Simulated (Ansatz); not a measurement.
Basis-set series for `C=C(F)C=C(F)F`. The species carries charge 0 and has multiplicity 1. All single points use the PBE0-D4/def2-TZVP geometry. It is one conformer, not always the lowest.

```xyz
10

C    -0.874   -1.258    1.118
C    -0.490   -0.571    0.049
F    -1.002   -0.877   -1.151
C     0.461    0.516    0.046
C     0.861    1.217   -1.007
F     0.477    1.066   -2.244
F     1.733    2.194   -0.922
H    -1.594   -2.059    1.028
H    -0.468   -1.020    2.090
H     0.898    0.794    0.995
```

```csv
functional,basis,functions,energy (Eh),HOMO (eV),LUMO (eV)
PBE0-D4,def2-SVP,113,-452.90271,-6.85,-0.77
PBE0-D4,def2-QZVPP,489,-453.45949,-6.96,-0.95
ωB97M-V,def2-SVP,113,-453.22183,-8.93,1.40
ωB97M-V,def2-QZVPP,489,-453.79139,-9.07,1.15
```

**Question.** Give the rows for def2-TZVPP. (An estimate is asked.)

**Answer.** Computed: 
| functional | basis | functions | energy (Eh) | HOMO (eV) | LUMO (eV) |
| --- | --- | --- | --- | --- | --- |
| PBE0-D4 | def2-TZVPP | 259 | -453.43639 | -6.93 | -0.89 |
| ωB97M-V | def2-TZVPP | 259 | -453.76970 | -9.04 | 1.23 |

Positive LUMOs are unbound and depend on the basis.
